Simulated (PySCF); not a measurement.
SMILES B[SiH2]Br, CAM-B3LYP/def2-SVP optimised geometry. Atoms within 1.6 Å of the plane z = 0.6 Å (x, y, z in Å): B1 (1.04, -0.87, 0.00), Si2 (-0.96, -0.87, 0.00), Br3 (-1.12, 1.38, 0.00), H4 (1.65, -0.79, 1.04), H6 (-1.65, -1.38, 1.21).

Method: CAM-B3LYP/def2-TZVP (PySCF).

Map of the Laplacian of the electron density (e/bohr⁵), clipped to [-1.50, 1.50] on the plane z = 0.6 Å:

```
|22222222222222222222222222222|
|22222222222222222222222222222|
|22222222233322222222222222222|
|22222233333333322222222222222|
|22222333333333332222222222222|
|22223333333333333222222222222|
|22223333333333333322222222222|
|22233333332333333322222222222|
|22233333248423333322222222222|
|22233333299923333322222222222|
|22233333269723333332222222222|
|22233333333333333333322222222|
|22233333333333333333333222222|
|22223333333333333333333322222|
|22223333333333333333333332222|
|22223333333333333333333333222|
|22233333335743333211233333222|
|22233333239952222200133333222|
|22233333225742233221233333222|
|22233333222333333333333332222|
|22233333322333333333333332222|
|22223333333333333333333322222|
|22223333333333333333333222222|
|22222333333333333333222222222|
|22222223333333222222222222222|
|22222222222222222222222222222|
|22222222222222222222222222222|
|22222222222222222222222222222|
|22222222222222222222222222222|
```
Scale: ten equal steps from -0.639 (start of '0') to 1.50 (end of '9'), in the order '0123456789'; x runs from -4.00 to 4.00, y from -4.00 (bottom) to 4.00 (top).
